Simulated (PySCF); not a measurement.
GeOBr, SMILES [Ge]([Br])=[O], multiplicity 2.

Geometry: TPSSh-D3(BJ)/def2-TZVP.

These are TDA-PBE/def2-SVPD run with PySCF values and carry that method's errors.

Vertical excitations. Isolated molecule, no solvent.

```csv
state,energy (eV),λ (nm),f,main pairs
root 1,1.57,788,0.002,β HOMO→LUMO 97 %
root 2,1.71,727,0.000,β HOMO−1→LUMO 99 %
root 3,2.49,498,0.002,β HOMO−3→LUMO 99 %
root 4,2.50,496,0.009,β HOMO−2→LUMO 98 %
root 5,3.50,354,0.010,α HOMO→LUMO 96 %
root 6,3.62,342,0.026,"α HOMO−2→LUMO 20 %, β HOMO−4→LUMO 74 %"
root 7,4.06,305,0.003,"α HOMO−2→LUMO 33 %, β HOMO−1→LUMO+1 52 %"
root 8,4.13,300,0.000,"α HOMO−1→LUMO 61 %, β HOMO→LUMO+1 37 %"
root 9,4.41,281,0.002,"α HOMO−1→LUMO 39 %, β HOMO→LUMO+1 59 %"
root 10,4.81,258,0.002,"α HOMO−3→LUMO 55 %, α HOMO−2→LUMO 10 %, β HOMO−3→LUMO+1 31 %"
```
Unrestricted roots are not spin-pure.
